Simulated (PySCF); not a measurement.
H5Cl3Si3 (SMILES Cl[SiH2][SiH2][SiH](Cl)Cl), singlet, at a GFN2-xTB geometry; CASSCF(2,3)/STO-3G in PySCF.

The PySCF input:
```python
from pyscf import gto, scf, mcscf
import numpy

mol = gto.M(
    atom='''
Si    1.97973468   -0.14715330   -0.15203880
Cl    3.50828100   -1.44845312   -0.40944244
Si   -0.06256504   -1.27389569   -0.12161127
Si   -1.88126558    0.14695348    0.13575161
Cl   -1.71133228    1.15447728    1.89369234
Cl   -1.86756103    1.53890469   -1.34683734
H     2.25872859    0.56759309    1.09493159
H     2.08221938    0.82237543   -1.24428305
H    -0.27795889   -2.05785118   -1.34851351
H    -0.12207541   -2.27750174    0.95331425
H    -3.24316112   -0.38106934    0.13911520
''',
    basis='sto-3g',
    verbose=4,
)

mf = scf.RHF(mol)
mf.kernel()
mc = mcscf.CASSCF(mf, 3, 2)
mc.kernel()
occ = numpy.linalg.eigvalsh(mc.fcisolver.make_rdm1(mc.ci, mc.ncas, mc.nelecas))[::-1]
ss = mc.fcisolver.spin_square(mc.ci, mc.ncas, mc.nelecas)[0]
print('natural occupations', occ.round(4), ' <S^2>', round(ss, 4))
```

Task: Write the output that PySCF gives for this input, abridged.

Result: 
```
PySCF version 2.14.0

[INPUT] verbose = 4
[INPUT] num. atoms = 11
[INPUT] num. electrons = 98
[INPUT] charge = 0
[INPUT] spin (= nelec alpha-beta = 2S) = 0
[INPUT] symmetry False subgroup None
[INPUT] Mole.unit = angstrom
[INPUT] Symbol           X                Y                Z      unit          X                Y                Z       unit  Magmom
[INPUT]  1 Si     1.979734680000  -0.147153300000  -0.152038800000 AA    3.741156344503  -0.278079435326  -0.287311692308 Bohr   0.0
[INPUT]  2 Cl     3.508281000000  -1.448453120000  -0.409442440000 AA    6.629690258015  -2.737179701072  -0.773734075374 Bohr   0.0
[INPUT]  3 Si    -0.062565040000  -1.273895690000  -0.121611270000 AA   -0.118230790572  -2.407313965364  -0.229811993961 Bohr   0.0
[INPUT]  4 Si    -1.881265580000   0.146953480000   0.135751610000 AA   -3.555076713771   0.277701830252   0.256533363869 Bohr   0.0
[INPUT]  5 Cl    -1.711332280000   1.154477280000   1.893692340000 AA   -3.233949317327   2.181645876233   3.578559886787 Bohr   0.0
[INPUT]  6 Cl    -1.867561030000   1.538904690000  -1.346837340000 AA   -3.529178867611   2.908108395909  -2.545153706938 Bohr   0.0
[INPUT]  7 H      2.258728590000   0.567593090000   1.094931590000 AA    4.268378424825   1.072595490296   2.069120830235 Bohr   0.0
[INPUT]  8 H      2.082219380000   0.822375430000  -1.244283050000 AA    3.934824359462   1.554064334271  -2.351354185938 Bohr   0.0
[INPUT]  9 H     -0.277958890000  -2.057851180000  -1.348513510000 AA   -0.525266175988  -3.888775135313  -2.548321209176 Bohr   0.0
[INPUT] 10 H     -0.122075410000  -2.277501740000   0.953314250000 AA   -0.230689091444  -4.303854536820   1.801502843145 Bohr   0.0
[INPUT] 11 H     -3.243161120000  -0.381069340000   0.139115200000 AA   -6.128686294638  -0.720116687069   0.262889627764 Bohr   0.0

nuclear repulsion = 666.29864470639
number of shells = 35
number of NR pGTOs = 177
number of NR cGTOs = 59
basis = sto-3g
ecp = {}

******** <class 'pyscf.scf.hf.RHF'> ********
method = RHF
initial guess = minao
damping factor = 0
level_shift factor = 0
DIIS = <class 'pyscf.scf.diis.CDIIS'>
diis_start_cycle = 1
diis_space = 8
diis_damp = 0
SCF conv_tol = 1e-09
SCF conv_tol_grad = None
SCF max_cycles = 50
direct_scf = True
direct_scf_tol = 1e-13
Set gradient conv threshold to 3.16228e-05
Initial guess from minao.
init E= -2222.52642410889
  HOMO = -0.332275325735177  LUMO = 0.0975281720719059  gap/eV = 11.69555
cycle= 1 E= -2223.59315737743  delta_E= -1.07  |g|= 0.35  |ddm|= 3.65
  HOMO = -0.342723205374651  LUMO = 0.208113822504332  gap/eV = 14.98904
cycle= 2 E= -2223.66365535286  delta_E= -0.0705  |g|= 0.0709  |ddm|= 0.934
  HOMO = -0.336804294960036  LUMO = 0.261858944574968  gap/eV = 16.29046
cycle= 3 E= -2223.66611424126  delta_E= -0.00246  |g|= 0.0169  |ddm|= 0.152
  HOMO = -0.339716404508453  LUMO = 0.263709581703747  gap/eV = 16.42006
cycle= 4 E= -2223.66635428958  delta_E= -0.00024  |g|= 0.00224  |ddm|= 0.0619
  HOMO = -0.340003837410394  LUMO = 0.263546494951368  gap/eV = 16.42344
cycle= 5 E= -2223.66635880351  delta_E= -4.51e-06  |g|= 0.000377  |ddm|= 0.00876
  HOMO = -0.339954092459407  LUMO = 0.26364909556199  gap/eV = 16.42488
cycle= 6 E= -2223.66635892397  delta_E= -1.2e-07  |g|= 7.56e-05  |ddm|= 0.00134
  HOMO = -0.339955739925021  LUMO = 0.26365121013089  gap/eV = 16.42498
cycle= 7 E= -2223.66635892922  delta_E= -5.26e-09  |g|= 1.2e-05  |ddm|= 0.000302
  HOMO = -0.339955589116565  LUMO = 0.263650786088672  gap/eV = 16.42497
cycle= 8 E= -2223.66635892936  delta_E= -1.35e-10  |g|= 1.95e-06  |ddm|= 4.91e-05
  HOMO = -0.339955589864046  LUMO = 0.263650738184416  gap/eV = 16.42496
Extra cycle  E= -2223.66635892939  delta_E= -2.64e-11  |g|= 7.54e-07  |ddm|= 5.84e-06
converged SCF energy = -2223.66635892939

******** <class 'pyscf.mcscf.mc1step.CASSCF'> ********
CAS (1e+1e, 3o), ncore = 48, nvir = 8
max_cycle_macro = 50
max_cycle_micro = 4
conv_tol = 1e-07
conv_tol_grad = None
orbital rotation max_stepsize = 0.02
orbital rotation threshold for CI restart = 0.01
augmented hessian ah_max_cycle = 30
augmented hessian ah_conv_tol = 1e-12
augmented hessian ah_linear dependence = 1e-14
augmented hessian ah_level shift = 1e-08
augmented hessian ah_start_tol = 2.5
augmented hessian ah_start_cycle = 3
augmented hessian ah_grad_trust_region = 3
kf_trust_region = 3
kf_interval = 4
ci_response_space = 4
ci_grad_trust_region = 3
with_dep4 0
natorb = False
canonicalization = True
sorting_mo_energy = False
ao2mo_level = 2
internal_rotation = False
******** <class 'pyscf.fci.direct_spin1.FCISolver'> ********
max. cycles = 50
conv_tol = 1e-08
davidson only = False
linear dependence = 1e-12
level shift = 0.001
max iter space = 12
nroots = 1
pspace_size = 400
spin = None
CASCI E = -2223.66742829950  S^2 = 0.0000000
Set conv_tol_grad to 0.000316228
macro iter   1 ( 21 JK    4 micro), CASSCF E = -2223.67093017293  dE = -3.50187343e-03  S^2 = 0.0000000
               |grad[o]|=0.00338  |grad[c]|=0.0241  |ddm|=0.00698  |maxRot[o]|= 0.26
macro iter   2 ( 21 JK    4 micro), CASSCF E = -2223.67484531214  dE = -3.91513921e-03  S^2 = 0.0000000
               |grad[o]|=0.00666  |grad[c]|=0.0183  |ddm|=0.0186  |maxRot[o]|=0.246
macro iter   3 ( 21 JK    4 micro), CASSCF E = -2223.67644895419  dE = -1.60364205e-03  S^2 = 0.0000000
               |grad[o]|=0.00581  |grad[c]|=0.0072  |ddm|=0.00858  |maxRot[o]|=0.306
macro iter   4 ( 17 JK    4 micro), CASSCF E = -2223.67671427688  dE = -2.65322696e-04  S^2 = 0.0000000
               |grad[o]|=0.00327  |grad[c]|=0.00339  |ddm|=0.00223  |maxRot[o]|= 0.16
macro iter   5 ( 14 JK    4 micro), CASSCF E = -2223.67682920145  dE = -1.14924568e-04  S^2 = 0.0000000
               |grad[o]|=0.00237  |grad[c]|=0.00184  |ddm|=0.000627  |maxRot[o]|=0.0264
macro iter   6 (  8 JK    3 micro), CASSCF E = -2223.67694644731  dE = -1.17245859e-04  S^2 = 0.0000000
               |grad[o]|=0.00172  |grad[c]|=0.000802  |ddm|=0.000268  |maxRot[o]|=0.0399
macro iter   7 (  3 JK    1 micro), CASSCF E = -2223.67695589908  dE = -9.45176635e-06  S^2 = 0.0000000
               |grad[o]|=0.000469  |grad[c]|=0.000155  |ddm|=6.78e-05  |maxRot[o]|=0.015
macro iter   8 (  1 JK    1 micro), CASSCF E = -2223.67695589918  dE = -1.05046638e-10  S^2 = 0.0000000
               |grad[o]|=2.07e-05  |grad[c]|=1.07e-05  |ddm|=9.97e-06  |maxRot[o]|=    0
1-step CASSCF converged in   8 macro (106 JK  25 micro) steps
CASSCF canonicalization
Density matrix diagonal elements [1.9791143  0.01783197 0.00305374]
CASSCF energy = -2223.67695589918
CASCI E = -2223.67695589918  E(CI) = -1.37712493999516  S^2 = 0.0000000
natural occupations [1.9791e+00 1.9500e-02 1.4000e-03]  <S^2> 0.0
```
